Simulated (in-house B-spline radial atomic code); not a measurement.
Orbital energies and mean radii along the 27-electron series, configuration 1s2 2s2 2p6 3s2 3p6 3d3/2(4) 3d5/2(5). The effective charge is n√(-2ε), a non-relativistic measure. Computed with a radial B-spline atomic code at the basis-set limit: Dirac-Hartree-Fock, jj configuration that fills j = l - 1/2 first, finite nuclei.

| ion | Z | energy of 3d3/2 (Eh) | mean radius of 3d3/2 (bohr) | energy of 2p1/2 (Eh) | mean radius of 2p1/2 (bohr) | effective charge of 3d3/2 |
| --- | --- | --- | --- | --- | --- | --- |
| Rh18+ | 45 | -29.689 | 0.35184 | -136.08 | 0.12018 | 23.117 |
| Pd19+ | 46 | ? | ? | ? | ? | ? |
| Ag20+ | 47 | -35.305 | 0.32846 | -153.62 | 0.11398 | 25.209 |
| Cd21+ | 48 | -38.285 | 0.31791 | -162.85 | 0.11108 | 26.251 |
| In22+ | 49 | -41.379 | 0.30803 | -172.37 | 0.10831 | 27.291 |
| Sn23+ | 50 | -44.588 | 0.29875 | -182.2 | 0.10565 | 28.33 |
| Sb24+ | 51 | -47.912 | 0.29001 | -192.34 | 0.1031 | 29.367 |
| Te25+ | 52 | ? | ? | ? | ? | ? |
| I26+ | 53 | -54.903 | 0.27399 | -213.56 | 0.098294 | 31.437 |
| Xe27+ | 54 | -58.572 | 0.26663 | -224.65 | 0.096029 | 32.47 |
| Cs28+ | 55 | -62.355 | 0.25965 | -236.05 | 0.093848 | 33.502 |
| Ba29+ | 56 | -66.254 | 0.25302 | -247.79 | 0.091747 | 34.534 |
| La30+ | 57 | -70.269 | 0.24671 | -259.85 | 0.08972 | 35.565 |
| Ce31+ | 58 | ? | ? | ? | ? | ? |
| Pr32+ | 59 | -78.645 | 0.23499 | -284.97 | 0.085873 | 37.625 |
| Nd33+ | 60 | -83.008 | 0.22953 | -298.04 | 0.084046 | 38.654 |

Q: Fill in the row of Pd19+.

A: energy of 3d3/2 (Eh): -32.44; mean radius of 3d3/2 (bohr): 0.33974; energy of 2p1/2 (Eh): -144.7; mean radius of 2p1/2 (bohr): 0.11701; effective charge of 3d3/2: 24.164.

Q: Fill in the row of Te25+.

A: energy of 3d3/2 (Eh): -51.35; mean radius of 3d3/2 (bohr): 0.28178; energy of 2p1/2 (Eh): -202.79; mean radius of 2p1/2 (bohr): 0.10065; effective charge of 3d3/2: 30.402.

Q: Fill in the row of Ce31+.

A: energy of 3d3/2 (Eh): -74.399; mean radius of 3d3/2 (bohr): 0.24071; energy of 2p1/2 (Eh): -272.24; mean radius of 2p1/2 (bohr): 0.087763; effective charge of 3d3/2: 36.595.

Q: How does the screening of 3d3/2 change?

A: Z less the effective charge goes from 21.88 at Z = 45 to 21.35 at Z = 60.
